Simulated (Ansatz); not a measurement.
SiH2Me(vinyl) (C₃H₈Si), 12 atoms. Hardware: 2 threads of Arm Neoverse V1 on a shared host.

Correlated methods freeze 8 core orbitals.

How many basis functions does each of these Ansatz runs have, and roughly what does it cost? r2SCAN-D4/def2-TZVP, charge 0 singlet, energy, from earlier orbitals; PBE0-D4/def2-TZVP, charge 0 singlet, energy, from earlier orbitals; PBE-D4/def2-SVP, charge 0 singlet, energy, from earlier orbitals; PBE0-D4/def2-SVP, charge 0 singlet, energy with a search over starts; CAM-B3LYP-D4/def2-TZVP, charge 0 singlet, energy, from earlier orbitals; BHLYP-D4/def2-TZVP, charge 0 singlet, energy, from earlier orbitals; r2SCAN-D4/def2-SVP, charge 0 singlet, relaxation, 7 steps; PBE0-D4/def2-SVP, charge 0 singlet, energy, from earlier orbitals; PBE-D4/def2-TZVP, charge 0 singlet, energy and forces, from earlier orbitals; RPA@PBE/def2-TZVP, charge 0 singlet, energy, from earlier orbitals; r2SCAN0-D4/def2-TZVP, charge 0 singlet, energy, from earlier orbitals; CCSD(T)/def2-TZVP, charge 0 singlet, energy, from earlier orbitals.

Other jobs shared the machine, so times can vary by a factor of up to 3. A dash marks memory too small to be measured apart from the calling script's.

```tsv
run	functions	fitting or Cholesky vectors	wall time	peak host memory (GiB)
PBE-D4/def2-SVP, charge 0 singlet, energy, from earlier orbitals	100	1134	1.2 s	–
PBE0-D4/def2-SVP, charge 0 singlet, energy, from earlier orbitals	100	1134	1.4 s	–
PBE0-D4/def2-SVP, charge 0 singlet, energy with a search over starts	100	1134	1.9 s	–
BHLYP-D4/def2-TZVP, charge 0 singlet, energy, from earlier orbitals	178	1293	2.6 s	–
PBE-D4/def2-TZVP, charge 0 singlet, energy and forces, from earlier orbitals	178	1144	2.7 s	–
PBE0-D4/def2-TZVP, charge 0 singlet, energy, from earlier orbitals	178	1160	2.9 s	–
CAM-B3LYP-D4/def2-TZVP, charge 0 singlet, energy, from earlier orbitals	178	1153	3 s	–
r2SCAN-D4/def2-TZVP, charge 0 singlet, energy, from earlier orbitals	178	1144	4 s	–
r2SCAN0-D4/def2-TZVP, charge 0 singlet, energy, from earlier orbitals	178	1160	4.5 s	–
RPA@PBE/def2-TZVP, charge 0 singlet, energy, from earlier orbitals	178	1205	4.6 s	–
r2SCAN-D4/def2-SVP, charge 0 singlet, relaxation, 7 steps	100	1134	22 s	–
CCSD(T)/def2-TZVP, charge 0 singlet, energy, from earlier orbitals	178	1205	42 s	1.8
```
